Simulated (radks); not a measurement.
Task: The mean radii <r> (bohr) of the occupied orbitals of an atom or ion are listed with their occupations. Calculated with a radial shooting solver on a logarithmic mesh with Libxc functionals: scalar-relativistic Kohn-Sham, LDA (Slater exchange, Perdew-Wang correlation), spin-polarised, spherical densities, finite nucleus; Fermi nuclear charge, rms radius of each element as measured or else 0.836 A^(1/3) + 0.57 fm.

orbital  occ.     <r>
1s up       1  0.1117
1s down     1  0.1116
2s up       1  0.5708
2s down     1  0.5705
2p up       3  0.5390
2p down     3  0.5384
3s up       1   2.153
3s down     1   2.173
3p up       2   2.744

Name the element and its charge. Open shells, if any, are filled with parallel spins first.

Result: Z = 14, silicon, charge 0: Si in [Ne] 3s2 3p2. The 1s radius gives Z: for a bare nucleus <r> = (2 gamma + 1)/(2Z) with gamma = sqrt(1 - (Z/c)^2), 0.1068 bohr for Z = 14, and screening makes it slightly larger (0.1117 here). The occupations add up to 14, and the charge is Z minus that.
